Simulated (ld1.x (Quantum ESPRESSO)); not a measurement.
# terbium ultrasoft: all-electron and pseudo phase curves

| Property | Result |
| --- | --- |
| Element | terbium (Tb) |
| Generator | ld1.x (Quantum ESPRESSO) 7.5 |
| Type | ultrasoft |
| Functional | PBE |
| Relativity | scalar-relativistic |
| Frozen core | [Kr] 4d10 4f8 |
| Valence charge | 11 |
| Reference configuration | 5s2 5p6 5d1 6s2 6p0 |
| Partial waves | 5s (bound): rcut 1.70, rcutus 2.00 bohr; 6s (bound): rcut 1.70, rcutus 2.00 bohr; 5p (bound): rcut 2.00, rcutus 2.55 bohr; 6p (bound, empty): rcut 2.00, rcutus 2.55 bohr; 5d (bound): rcut 2.90, rcutus 4.00 bohr; 5d channel at 3.7 Ry: rcut 2.90, rcutus 4.00 bohr |
| Local potential | all-electron potential smoothed inside 1.50 bohr (lloc = -1) |
| Core correction | a·sin(br)/r model core inside 1.70 bohr |
| Augmentation charge | built from norm-conserving waves at rcut, not smoothed further |

The phase is arctan(r·u′/u) with u = r·R(r), unwrapped; energies in Ry, scanned from -6 to 5 Ry. A pole is an energy at which the radial function vanishes at the test radius. The pseudo phase is shifted by a multiple of π to meet the all-electron one at the reference energy, and phase errors are pseudo minus all-electron; the curves can meet again beyond the range given. Levels narrower than the energy grid can be missing from the lists of poles.

```
channel  radius (bohr)  reference energy (Ry)  poles, all-electron  poles, pseudo  unbroken range about the reference energy with phases within 0.05 rad  phase error 1 Ry above the reference energy (rad)
      s           4.35                  -0.31           0.18, 3.19     0.36, 3.81                                       not even at the reference energy                                             +0.080
      d           4.35                  -0.18          -0.04, 2.03    -0.09, 2.77                                       not even at the reference energy                                             +0.769
```

A Bessel basis up to 400 Ry misses an occupied level by 0.25 Ry, so cutoffs and ghosts were not judged. Its overlap operator is not positive definite in a basis up to 400 Ry (lowest eigenvalue s -0.01, p -0.29), so the file is unfit for use: the generalised eigenproblem breaks down once the basis is large enough, and its test numbers describe a broken file. The potential misses its own reference levels by up to 1.3 eV, so it is not fit for use.

Phases in the d channel:

| E (Ry) | all-electron | pseudo |
| --- | --- | --- |
| -6.00 | 1.476 | 1.476 |
| -5.74 | 1.474 | 1.474 |
| -5.48 | 1.472 | 1.472 |
| -5.22 | 1.469 | 1.469 |
| -4.96 | 1.467 | 1.466 |
| -4.70 | 1.464 | 1.464 |
| -4.44 | 1.461 | 1.460 |
| -4.18 | 1.457 | 1.457 |
| -3.92 | 1.454 | 1.453 |
| -3.66 | 1.449 | 1.449 |
| -3.40 | 1.445 | 1.444 |
| -3.14 | 1.439 | 1.439 |
| -2.88 | 1.433 | 1.433 |
| -2.62 | 1.426 | 1.426 |
| -2.36 | 1.418 | 1.418 |
| -2.10 | 1.409 | 1.408 |
| -1.84 | 1.397 | 1.397 |
| -1.58 | 1.382 | 1.382 |
| -1.32 | 1.363 | 1.362 |
| -1.06 | 1.335 | 1.333 |
| -0.80 | 1.289 | 1.285 |
| -0.54 | 1.189 | 1.169 |
| -0.28 | 0.512 | -0.263 |
| -0.02 | -1.600 | -1.654 |
| 0.24 | -1.823 | -1.815 |
| 0.50 | -2.062 | -1.971 |
| 0.76 | -2.838 | -2.299 |
| 1.02 | -4.118 | -3.279 |
| 1.28 | -4.469 | -4.152 |
| 1.54 | -4.598 | -4.430 |
| 1.80 | -4.668 | -4.548 |
| 2.06 | -4.718 | -4.614 |
| 2.32 | -4.761 | -4.658 |
| 2.58 | -4.805 | -4.691 |
| 2.84 | -4.862 | -4.719 |
| 3.10 | -4.957 | -4.744 |
| 3.36 | -5.193 | -4.768 |
| 3.62 | -6.302 | -4.795 |
| 3.88 | -7.398 | -4.827 |
| 4.14 | -7.629 | -4.870 |
| 4.40 | -7.718 | -4.938 |
| 4.66 | -7.768 | -5.074 |
| 4.92 | -7.801 | -5.478 |
